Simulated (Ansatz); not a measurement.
```yaml
crystal:
  periodic: [false, false, false]
  atoms:
    - {symbol: O, position_ang: [0.750140, -0.248590, 0.384903]}
    - {symbol: Cu, position_ang: [-0.750140, 0.248590, -0.384903]}
basis:
  gaussian: {orbitals: cc-pVTZ-PP, point_charges: [{charge: 1.00, position_ang: [4.301, 0.025, -0.761]}]}
magnetization: {spin_polarized: true, initial_magnetization: 1}
hamiltonian: {xc: {name: wB97M-V}, pseudopotentials: {relativity: none}}
scf: {lower_state_search: off}
output: {forces: true}
```

```sh
$ ansatz run in.yaml --threads 2 --pin off --events-out ev --progress --plain --max-ram 32768MiB --backend cpu
```

Output, abridged:

```
Functional definition: wB97M-V
Error: <dir> the basis set cc-pVTZ-PP has no functions for O
```

**Question.** What is wrong with this run?

**Answer.** The basis set is misnamed or doesn't suit the job. The input was rejected before any iteration.
